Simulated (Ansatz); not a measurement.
(H2In-mu-Cl)2 (In₂H₄Cl₂), relaxed as a singlet with RKS PBE0-D4/def2-SVP in Ansatz, starting from the GFN2-xTB geometry. Force threshold 0.02 eV/Å.

In the def2 sets In takes a core potential; there is no spin–orbit coupling.

Start:

```csv
atom,x (Å),y (Å),z (Å)
In1,-0.185,1.689,-0.721
H2,-1.775,2.188,-0.957
H3,1.272,2.476,-1.033
Cl4,-0.036,0.651,1.535
In5,0.184,-1.688,0.721
H6,-1.265,-2.491,1.024
H7,1.779,-2.173,0.964
Cl8,0.027,-0.651,-1.534
```

| step | energy (eV) | largest force component (eV/Å) | SCF passes |
| --- | --- | --- | --- |
| 1 | -35444.6817 | 0.913 | 21 |
| 2 | -35444.8426 | 0.273 | 25 |
| 3 | -35444.8698 | 0.056 | 24 |
| 4 | -35444.8721 | 0.014 | 25 |

Force components are those of the run's own axes.

End:

```xyz
8

In   -0.187    1.716   -0.732
H    -1.840    2.097   -0.926
H     1.353    2.406   -0.995
Cl   -0.037    0.691    1.630
In    0.188   -1.716    0.732
H    -1.347   -2.415    0.997
H     1.843   -2.088    0.924
Cl    0.028   -0.692   -1.630
```

By distances, no bond broke or formed. The bond that changes most is In5–Cl8, from 2.49 to 2.58 Å (atoms count from 1).

No frequencies were taken in this run, so the end may be a saddle point.

It took 18 s on 4 threads of Arm Neoverse N1 on a shared host.
